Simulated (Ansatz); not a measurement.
The inner images of a band of AlF2H5OSi (10 atoms, charge 0, multiplicity 1) are given out of order.

Level of theory: RKS PBE0/6-31G* in Ansatz 0.2.0.

First end point:

```xyz
10
Properties=species:S:1:pos:R:3
Al -0.756 0.078 -0.705
Si 1.498 -0.749 -0.269
F -1.919 -0.964 -1.273
F -0.952 1.674 -1.193
H -0.852 0.554 1.845
O -1.462 0.623 1.095
H 2.149 0.026 0.838
H 2.408 -0.635 -1.448
H 1.519 -2.177 0.171
H -1.633 1.569 0.940
```

Last end point:

```xyz
10
Properties=species:S:1:pos:R:3
Al -1.215 0.499 -0.408
Si 1.559 -0.718 0.066
F -1.021 -0.960 -1.173
F -0.892 1.871 -1.271
H 0.538 0.339 0.454
O -2.170 0.544 0.999
H 2.763 -0.296 0.828
H 1.801 -0.641 -1.390
H 1.065 -2.033 0.528
H -2.428 1.395 1.366
```

**Question.** Put them in order from the first end to the last, with their energies above the first end.
A.
```xyz
10
Properties=species:S:1:pos:R:3
Al -0.718 0.131 -0.698
Si 1.531 -0.723 -0.281
F -1.844 -0.882 -1.381
F -0.914 1.756 -1.080
H -1.018 0.414 1.896
O -1.531 0.554 1.086
H 2.336 0.188 0.593
H 2.314 -0.904 -1.539
H 1.525 -2.046 0.417
H -1.682 1.511 0.986
```
B.
```xyz
10
Properties=species:S:1:pos:R:3
Al -1.019 0.281 -0.694
Si 1.326 -0.602 0.116
F -1.749 -0.960 -1.494
F -0.805 1.747 -1.426
H -0.242 0.056 0.934
O -1.458 0.456 1.065
H 2.324 0.276 0.788
H 1.675 -0.620 -1.340
H 1.444 -1.993 0.629
H -1.498 1.359 1.422
```
C.
```xyz
10
Properties=species:S:1:pos:R:3
Al -0.852 0.205 -0.777
Si 1.363 -0.630 -0.053
F -1.830 -0.925 -1.488
F -0.868 1.753 -1.384
H -0.500 0.180 1.306
O -1.421 0.466 1.084
H 2.258 0.266 0.753
H 1.943 -0.729 -1.414
H 1.425 -1.976 0.597
H -1.519 1.389 1.377
```
D.
```xyz
10
Properties=species:S:1:pos:R:3
Al -0.782 0.165 -0.786
Si 1.440 -0.672 -0.217
F -1.889 -0.886 -1.439
F -0.932 1.758 -1.264
H -0.695 0.248 1.668
O -1.423 0.501 1.079
H 2.196 0.269 0.677
H 2.253 -0.859 -1.448
H 1.413 -1.975 0.521
H -1.581 1.450 1.210
```
E.
```xyz
10
Properties=species:S:1:pos:R:3
Al -1.246 0.395 -0.590
Si 1.432 -0.639 0.161
F -1.638 -0.944 -1.467
F -0.699 1.730 -1.395
H 0.092 -0.120 0.667
O -1.826 0.555 1.012
H 2.403 0.252 0.834
H 1.592 -0.560 -1.313
H 1.489 -2.042 0.624
H -1.599 1.374 1.465
```
F.
```xyz
10
Properties=species:S:1:pos:R:3
Al -1.277 0.439 -0.481
Si 1.533 -0.688 0.099
F -1.494 -0.952 -1.342
F -0.521 1.702 -1.238
H 0.217 -0.164 0.620
O -2.167 0.679 0.949
H 2.547 0.160 0.770
H 1.586 -0.551 -1.371
H 1.583 -2.102 0.536
H -2.006 1.479 1.458
```
G.
```xyz
10
Properties=species:S:1:pos:R:3
Al -1.234 0.451 -0.403
Si 1.562 -0.708 0.065
F -1.218 -1.020 -1.162
F -0.643 1.756 -1.228
H 0.384 0.056 0.635
O -2.239 0.655 0.954
H 2.726 -0.095 0.753
H 1.631 -0.498 -1.396
H 1.372 -2.126 0.440
H -2.341 1.529 1.342
```

**Answer.** A (0.00 eV), D (+0.06 eV), C (+0.43 eV), B (+1.14 eV), E (+0.11 eV), F (-0.13 eV), G (-0.17 eV).

The run took 3.5 min on 2 threads of Arm Neoverse V2 (shared host), peak memory 0.21 GiB.
